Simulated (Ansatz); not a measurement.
Steps of a relaxation of C2H4ClNOSi, SMILES `O[SiH](Cl)C1=CN1` with RKS PBE0-D4/def2-TZVP.

```sh
$ ansatz run in.yaml --threads 4 --pin off --events-out ev --progress --plain --max-ram 10444MiB
```

```yaml
crystal:
  periodic: [false, false, false]
  atoms:
    - {symbol: O, position_ang: [1.129892, -1.495588, 0.507290]}
    - {symbol: Si, position_ang: [-0.151764, -0.720976, 1.229416]}
    - {symbol: Cl, position_ang: [0.395564, 0.303234, 2.948824]}
    - {symbol: C, position_ang: [-0.579495, 0.489861, -0.109646]}
    - {symbol: C, position_ang: [-0.196042, 1.451815, -0.907067]}
    - {symbol: N, position_ang: [0.142345, 0.200715, -1.541303]}
    - {symbol: H, position_ang: [1.225804, -1.096450, -0.399344]}
    - {symbol: H, position_ang: [-1.257878, -1.646482, 1.604571]}
    - {symbol: H, position_ang: [-0.029562, 2.518320, -1.105915]}
    - {symbol: H, position_ang: [-0.595664, -0.055747, -2.223926]}
basis:
  gaussian: {orbitals: def2-TZVP}
hamiltonian: {xc: pbe0, dispersion: d4}
relax: {f_tol: 0.005, max_steps: 150}
```

Positions (Å) and forces (eV/Å) along the path, 14 of 26 steps:

```xyz
10
step=1 energy=-26065.0848 eV
O     1.130   -1.496    0.507   -0.803    0.809   -0.114
Si   -0.152   -0.721    1.229    0.651   -0.129   -0.288
Cl    0.396    0.303    2.949   -0.166   -0.309   -0.492
C    -0.579    0.490   -0.110    0.759    0.728   -0.877
C    -0.196    1.452   -0.907   -0.272   -0.699    0.650
N     0.142    0.201   -1.541   -0.763    0.231   -0.071
H     1.226   -1.096   -0.399   -0.031   -0.368    0.701
H    -1.258   -1.646    1.605    0.272    0.210   -0.070
H    -0.030    2.518   -1.106   -0.120   -0.642    0.122
H    -0.596   -0.056   -2.224    0.472    0.168    0.438
10
step=6 energy=-26065.2185 eV
O     1.150   -1.619    0.674    0.073   -0.041   -0.134
Si   -0.101   -0.709    1.182   -0.025    0.012    0.101
Cl    0.349    0.311    2.899    0.010   -0.015   -0.047
C    -0.396    0.484   -0.164    0.114    0.279   -0.283
C    -0.233    1.509   -0.922   -0.082   -0.245    0.225
N     0.048    0.305   -1.672   -0.123   -0.030   -0.057
H     1.488   -1.405   -0.205   -0.082    0.023    0.165
H    -1.266   -1.555    1.498    0.013    0.015   -0.032
H    -0.171    2.575   -1.076   -0.007   -0.044    0.001
H    -0.785    0.050   -2.212    0.109    0.046    0.062
10
step=9 energy=-26065.2279 eV
O     1.118   -1.741    0.721   -0.315    0.000    0.330
Si   -0.074   -0.717    1.166    0.007   -0.075   -0.083
Cl    0.387    0.313    2.868    0.019    0.035    0.028
C    -0.284    0.476   -0.201   -0.015    0.003   -0.033
C    -0.260    1.532   -0.925    0.039   -0.029    0.000
N     0.025    0.361   -1.738   -0.007    0.076    0.030
H     1.599   -1.475   -0.059    0.252    0.074   -0.321
H    -1.300   -1.486    1.445    0.026   -0.001    0.006
H    -0.292    2.602   -1.059   -0.001   -0.060    0.023
H    -0.837    0.084   -2.214   -0.006   -0.024    0.021
10
step=11 energy=-26065.2227 eV rejected
O     1.079   -1.802    0.738    0.712    0.219   -0.710
Si   -0.075   -0.724    1.135    0.140   -0.027    0.073
Cl    0.398    0.351    2.819   -0.019   -0.028   -0.083
C    -0.255    0.458   -0.237   -0.066    0.149   -0.146
C    -0.270    1.540   -0.924    0.042   -0.108    0.066
N    -0.019    0.399   -1.786   -0.013    0.034    0.034
H     1.747   -1.542    0.067   -0.784   -0.221    0.774
H    -1.306   -1.474    1.432   -0.006   -0.002   -0.010
H    -0.313    2.612   -1.013   -0.005   -0.014   -0.004
H    -0.902    0.131   -2.229   -0.001   -0.003    0.005
10
step=13 energy=-26065.2341 eV
O     1.078   -1.804    0.731    0.415    0.119   -0.387
Si   -0.076   -0.729    1.133    0.002    0.023    0.060
Cl    0.402    0.355    2.806   -0.005   -0.009   -0.027
C    -0.270    0.452   -0.238    0.005    0.016   -0.060
C    -0.263    1.535   -0.921   -0.009   -0.012   -0.011
N    -0.023    0.395   -1.786   -0.010    0.007    0.042
H     1.741   -1.516    0.083   -0.391   -0.160    0.395
H    -1.304   -1.482    1.436   -0.006   -0.013    0.001
H    -0.296    2.607   -1.008    0.003    0.012   -0.004
H    -0.906    0.135   -2.232   -0.004    0.015   -0.010
10
step=16 energy=-26065.2422 eV
O     1.086   -1.841    0.749   -0.011   -0.001    0.006
Si   -0.064   -0.745    1.101    0.011    0.036    0.020
Cl    0.388    0.371    2.761    0.000   -0.006   -0.005
C    -0.246    0.439   -0.272    0.001   -0.020   -0.016
C    -0.248    1.539   -0.927    0.000   -0.003   -0.017
N    -0.109    0.412   -1.830    0.002    0.018    0.000
H     1.851   -1.541    0.255    0.027   -0.003   -0.007
H    -1.294   -1.498    1.383   -0.027   -0.022    0.003
H    -0.252    2.614   -0.991    0.004   -0.001    0.008
H    -1.029    0.198   -2.225   -0.007    0.001    0.008
10
step=18 energy=-26065.2429 eV
O     1.096   -1.854    0.757    0.177    0.090   -0.079
Si   -0.058   -0.753    1.083    0.031    0.023    0.003
Cl    0.371    0.373    2.743    0.007   -0.003   -0.005
C    -0.231    0.431   -0.291   -0.009   -0.002   -0.035
C    -0.234    1.539   -0.934    0.008   -0.023   -0.024
N    -0.164    0.417   -1.854   -0.057    0.022    0.020
H     1.911   -1.543    0.346   -0.178   -0.077    0.087
H    -1.289   -1.510    1.349   -0.033   -0.024   -0.005
H    -0.212    2.615   -0.987    0.001   -0.017    0.008
H    -1.107    0.233   -2.209    0.054    0.010    0.029
10
step=19 energy=-26065.2435 eV
O     1.099   -1.850    0.760    0.050    0.040   -0.025
Si   -0.059   -0.752    1.085    0.011   -0.003   -0.009
Cl    0.371    0.374    2.744   -0.002    0.001    0.002
C    -0.234    0.430   -0.291    0.000   -0.006   -0.023
C    -0.233    1.537   -0.934    0.001   -0.016   -0.015
N    -0.163    0.416   -1.853   -0.041    0.016    0.025
H     1.906   -1.541    0.339   -0.057   -0.030    0.030
H    -1.290   -1.513    1.349    0.001    0.000   -0.001
H    -0.209    2.613   -0.986    0.002   -0.010    0.002
H    -1.106    0.233   -2.209    0.035    0.009    0.015
10
step=20 energy=-26065.2434 eV rejected
O     1.104   -1.843    0.763    0.104   -0.041   -0.039
Si   -0.059   -0.754    1.084   -0.080    0.058    0.014
Cl    0.361    0.378    2.741    0.003    0.006    0.003
C    -0.243    0.427   -0.293    0.026   -0.026    0.008
C    -0.228    1.535   -0.934   -0.012    0.003   -0.027
N    -0.171    0.415   -1.855   -0.027    0.002    0.020
H     1.910   -1.537    0.340   -0.038   -0.015    0.021
H    -1.285   -1.523    1.351    0.002    0.003   -0.006
H    -0.190    2.610   -0.985    0.003    0.002    0.006
H    -1.116    0.241   -2.209    0.019    0.008    0.002
10
step=21 energy=-26065.2437 eV
O     1.103   -1.848    0.763   -0.001    0.008    0.001
Si   -0.058   -0.752    1.084   -0.005   -0.001   -0.005
Cl    0.366    0.377    2.742   -0.001    0.000   -0.002
C    -0.236    0.428   -0.293    0.006   -0.007   -0.008
C    -0.230    1.536   -0.935    0.000   -0.006   -0.007
N    -0.169    0.416   -1.855   -0.010    0.013    0.014
H     1.909   -1.541    0.342   -0.001   -0.003    0.002
H    -1.288   -1.517    1.346    0.005    0.001    0.000
H    -0.200    2.611   -0.984    0.002   -0.003    0.001
H    -1.114    0.239   -2.208    0.004   -0.002    0.004
10
step=23 energy=-26065.2438 eV
O     1.109   -1.847    0.770    0.007   -0.017   -0.003
Si   -0.057   -0.756    1.079    0.005    0.016   -0.006
Cl    0.358    0.383    2.734   -0.007   -0.003    0.004
C    -0.233    0.423   -0.299   -0.003    0.000    0.003
C    -0.225    1.534   -0.935    0.002    0.002   -0.007
N    -0.186    0.418   -1.860    0.000   -0.002   -0.002
H     1.922   -1.541    0.362    0.000    0.003    0.001
H    -1.285   -1.525    1.337   -0.001    0.002    0.004
H    -0.184    2.609   -0.982    0.000    0.001    0.005
H    -1.135    0.251   -2.204   -0.002   -0.002    0.001
10
step=24 energy=-26065.2438 eV
O     1.113   -1.848    0.771   -0.002   -0.005    0.004
Si   -0.055   -0.755    1.077   -0.006   -0.008    0.000
Cl    0.350    0.380    2.736    0.004    0.005   -0.001
C    -0.230    0.422   -0.302   -0.005    0.006    0.004
C    -0.221    1.534   -0.938    0.004   -0.003    0.003
N    -0.196    0.416   -1.863   -0.002    0.012   -0.004
H     1.929   -1.540    0.372    0.005    0.004   -0.003
H    -1.283   -1.526    1.332   -0.002    0.000   -0.005
H    -0.176    2.609   -0.983    0.001   -0.004   -0.003
H    -1.149    0.256   -2.199    0.003   -0.007    0.005
10
step=25 energy=-26065.2438 eV
O     1.112   -1.848    0.771   -0.002   -0.002    0.004
Si   -0.055   -0.756    1.077   -0.002   -0.001   -0.006
Cl    0.351    0.381    2.735    0.001   -0.001    0.001
C    -0.230    0.423   -0.301    0.001    0.004    0.003
C    -0.221    1.534   -0.937   -0.001   -0.003    0.002
N    -0.195    0.417   -1.863   -0.003    0.003   -0.001
H     1.929   -1.540    0.372    0.002    0.002   -0.001
H    -1.284   -1.525    1.330    0.001   -0.001    0.001
H    -0.176    2.609   -0.982    0.000   -0.003   -0.002
H    -1.148    0.254   -2.198    0.003    0.000    0.000
10
step=26 energy=-26065.2438 eV
O     1.113   -1.848    0.771    0.000   -0.001   -0.001
Si   -0.055   -0.756    1.076    0.002    0.001   -0.001
Cl    0.351    0.380    2.734    0.000    0.000    0.001
C    -0.230    0.423   -0.302   -0.001    0.001    0.003
C    -0.221    1.534   -0.938    0.000   -0.002    0.000
N    -0.196    0.417   -1.863   -0.001    0.001   -0.001
H     1.929   -1.540    0.374   -0.001    0.001    0.001
H    -1.284   -1.526    1.330    0.000    0.000    0.000
H    -0.175    2.609   -0.983    0.000   -0.001   -0.001
H    -1.150    0.255   -2.197    0.001    0.000    0.000
```

It took 120 s on 4 threads of an Arm Neoverse V1 on a shared host, with 0.65 GiB of host memory at the peak.
